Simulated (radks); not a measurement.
The numbers below are computed, except where a source is named.
Q: The mean radii <r> (bohr) of the occupied orbitals of an atom or ion are listed with their occupations. Code: a radial shooting solver on a logarithmic mesh with Libxc functionals. Model: scalar-relativistic Kohn-Sham, PBE, spin-unpolarised, spherical densities, finite nucleus; Fermi nuclear charge, rms radius of each element as measured or else 0.836 A^(1/3) + 0.57 fm.

| orbital | occ. | <r> |
|---|---|---|
| 1s | 2 | 0.01889 |

Name the element and its charge.

A: Z = 72, hafnium, charge +70: Hf70+ in [He]. The 1s radius gives Z: for a bare nucleus <r> = (2 gamma + 1)/(2Z) with gamma = sqrt(1 - (Z/c)^2), 0.01876 bohr for Z = 72, and screening makes it slightly larger (0.01889 here). The occupations add up to 2, and the charge is Z minus that.
